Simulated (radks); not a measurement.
Species: the thallium ion Tl+. Configuration: [Hg].

Method: Dirac Kohn-Sham, PBE, spin-unpolarised, spherical densities, finite nucleus; Fermi nuclear charge, rms radius 5.4759 fm; computed with a radial shooting solver on a logarithmic mesh with Libxc functionals.

Energy parts (eV):
part                       energy
total                  -551938.00
kinetic                 638997.44
electron-nucleus      -1393619.54
Hartree                 213070.14
exchange-correlation    -10386.03

Orbitals (lengths in bohr, moments of r in powers of bohr; r(90%) holds 90 % of the orbital's charge):
orbital  occ.  eigenvalue (eV)       <r^4>  r(90%)
1s1/2       2        -85440.02   3.762e-07  0.0299
2s1/2       2        -15206.66  0.00005419   0.107
2p1/2       2        -14602.69  0.00003201  0.0934
2p3/2       4        -12537.27  0.00005093   0.105
3s1/2       2        -3634.862    0.001961   0.261
3p1/2       2        -3361.231    0.001701   0.252
3p3/2       4        -2902.065    0.002394   0.275
3d3/2       4        -2448.577    0.001576   0.248
3d5/2       6        -2350.508    0.001745   0.254
4s1/2       2        -816.8349     0.04332   0.562
4p1/2       2        -698.7006     0.04586   0.571
4p3/2       4        -587.0734     0.06371   0.620
4d3/2       4        -393.8120     0.07444   0.646
4d5/2       6        -372.9828     0.08214   0.662
4f5/2       6        -123.5380      0.1337   0.740
4f7/2       8        -118.9391      0.1415   0.751
5s1/2       2        -137.8312       1.081    1.25
5p1/2       2         -98.1745       1.498    1.36
5p3/2       4         -77.9741       2.219    1.50
5d3/2       4         -24.0986       8.176    2.07
5d5/2       6         -21.8910       9.736    2.16
6s1/2       2         -16.3018       64.97    3.51

The highest occupied level is 6s1/2 at -16.302 eV. Summed over all electrons, <r^2> = 52.12 bohr^2, which gives a Langevin (diamagnetic) susceptibility term of -41.3 x 10^-6 cm^3/mol. The electron density at the nucleus is 2.523e+06 e/bohr^3. For comparison, the ionisation energy in NIST's Atomic Spectra Database is 20.428 eV (measured). In exact Kohn-Sham theory the highest level is minus the ionisation energy, but local and semilocal functionals leave it too shallow, through self-interaction and a potential that decays too fast; potentials with the right tail come closer. The density falls to 0.001 e/bohr^3 at r = 3.96 bohr.
